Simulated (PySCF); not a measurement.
Hydrogen diatomic, H2, SMILES [H][H], point group D∞h.

Level: B3LYP/pcSseg-2 in PySCF (density fitting, grid level 2); geometry and Hessian at that level, cubic constants and property derivatives from steps of ±0.6 along each species' dimensionless normal coordinates, second-order vibrational perturbation theory. The parent has the commonest isotopes.

Equilibrium geometry (Å):

| atom | x | y | z |
| --- | --- | --- | --- |
| H1 | 0.3766 | -0.0120 | -0.0108 |
| H2 | -0.3655 | 0.0171 | -0.0458 |

Species: ²H at 1. Output of the displacement run:

```
mode    cm-1    km/mol   phi_rrr   E(+)/cm-1  E(-)/cm-1
  1   3825.63     0.00    2847.6     801.44     597.87
```

For the shielding of H1 (σe = 26.66 ppm):

```json
{"mode": "1", "ω (cm⁻¹)": "3826", "Σr φrrs (cm⁻¹)": "2848", "∂σ/∂q": "2.283", "∂²σ/∂q²": "0.551"}
```

Work out the zero-point average of this shielding.

With ⟨qs⟩ = −Σr φrrs/(4ωs) and ⟨qs²⟩ = 1/2: the mean displacements are -0.186. The anharmonic term Σ (∂σ/∂q)⟨q⟩ is -0.42 ppm, the harmonic term ¼ Σ ∂²σ/∂q² is 0.14 ppm, so ⟨σ⟩ = 26.37 ppm.
